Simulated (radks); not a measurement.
The gold ion Au4+, 75 electrons, occupied as [Xe] 4f14 5d(up 5, down 2). All-electron calculation, scalar-relativistic Kohn-Sham, BLYP, spin-polarised, spherical densities, point nucleus. Program: a radial shooting solver on a logarithmic mesh with Libxc functionals.

Unscreened Slater integrals over Kohn-Sham orbitals (hartree). They are taken over the spin-up orbitals.

\begin{tabular}{lr}
integral & value \\ \hline
F0(5d,5d) & 0.65226 \\
F2(5d,5d) & 0.34417 \\
F4(5d,5d) & 0.23022 \\
F0(5d,5p) & 0.73003 \\
F2(5d,5p) & 0.36901 \\
G1(5d,5p) & 0.44736 \\
G3(5d,5p) & 0.27861 \\
F0(5d,4f) & 0.83562 \\
F2(5d,4f) & 0.20264 \\
F4(5d,4f) & 0.095460 \\
G1(5d,4f) & 0.065725 \\
G3(5d,4f) & 0.062851 \\
G5(5d,4f) & 0.050562 \\
F0(5p,5p) & 0.85206 \\
F2(5p,5p) & 0.46069 \\
F0(5p,4f) & 1.0481 \\
F2(5p,4f) & 0.32704 \\
G2(5p,4f) & 0.12344 \\
G4(5p,4f) & 0.10493 \\
F0(4f,4f) & 1.8350 \\
F2(4f,4f) & 0.91174 \\
F4(4f,4f) & 0.58065 \\
F6(4f,4f) & 0.42029 \\
\end{tabular}

Derived for the open shells (J is the average intra-shell exchange parameter used in DFT+U). 5d: Racah B = F2/49 - 5 F4/441 = 0.004414 hartree, C = 35 F4/441 = 0.01827 hartree, C/B = 4.14, F4/F2 = 0.669, J = (F2 + F4)/14 = 0.04103 hartree.
